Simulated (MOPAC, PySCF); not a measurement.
C$_{4}$H$_{5}$BS$_{2}$, SMILES `c1c(c(S)sc1)B`, neutral singlet in the gas phase. 

Cartesian coordinates (Å):
```xyz
12

B     -1.2339     1.3035     0.0540
C     -0.1267     0.2638     0.0082
C      1.2808     0.5757    -0.0164
C      2.0970    -0.5094    -0.0568
S      1.1844    -1.9801    -0.0670
C     -0.3080    -1.1270    -0.0164
S     -1.7765    -2.0654    -0.0032
H     -2.4058     0.9897     0.0734
H     -0.9616     2.4810     0.0723
H      1.6508     1.6021    -0.0034
H      3.1850    -0.5507    -0.0817
H     -2.5855    -0.9832     0.0370
```
Charge 0, spin multiplicity 1.

All levels are single points at this geometry (PBE0-D4/def2-SVP); Pople sets use spherical d functions. Orbital energies aren't observables, and empty levels follow the basis.

| level | HOMO (eV) | LUMO (eV) | gap (eV) | dipole (D) | vertical IE, Delta-SCF (eV) |
|---|---|---|---|---|---|
| PBE0-D4/def2-TZVP in PySCF | -6.43 | -2.06 | 4.37 | 0.89 | 8.22 |
| M06-2X/6-31G* in PySCF | -7.30 | -0.91 | 6.39 | 0.85 | – |
| PBE/6-31G* in PySCF | -5.29 | -2.59 | 2.71 | 0.98 | 7.97 |
| SVWN5/6-31G* in PySCF | -5.43 | -2.80 | 2.63 | 1.01 | 8.16 |
| HF/STO-3G in PySCF | -6.02 | 5.60 | 11.62 | 0.91 | – |
| PM6 in MOPAC | -8.80 | -1.10 | 7.70 | 0.56 | – |
